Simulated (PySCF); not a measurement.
Computed IR spectrum (relative IR intensity) of a molecule C3H6BN3. Geometry optimised at PBE-D3(BJ)/def2-SVP. The values are those of a single conformer. All values below come from PBE-D3(BJ)/def2-SVP run with PySCF. Frequencies are harmonic and unscaled.

| ν (cm⁻¹) | relative intensity |
|---|---|
| 65 | 2.1 |
| 219 | 4.3 |
| 236 | 38 |
| 317 | 12 |
| 346 | 33 |
| 353 | 27 |
| 396 | 18 |
| 627 | 5.0 |
| 646 | 14 |
| 667 | 12 |
| 844 | 4.0 |
| 949 | 2.5 |
| 980 | 22 |
| 1277 | 80 |
| 1349 | 18 |
| 1378 | 34 |
| 1533 | 34 |
| 1548 | 100 |
| 1681 | 80 |
| 2141 | 4.4 |
| 2870 | 22 |
| 3404 | 26 |
| 3530 | 9.9 |
| 3548 | 13 |
| 3632 | 5.6 |
| 3655 | 8.9 |

Question: Which structure fits?
A) CC1=NC=NB1N
B) C#C/C=N/B(N)N
C) CC1=NB(N)C=N1
D) NB1CN=CC=N1

Answer: B, C#C/C=N/B(N)N
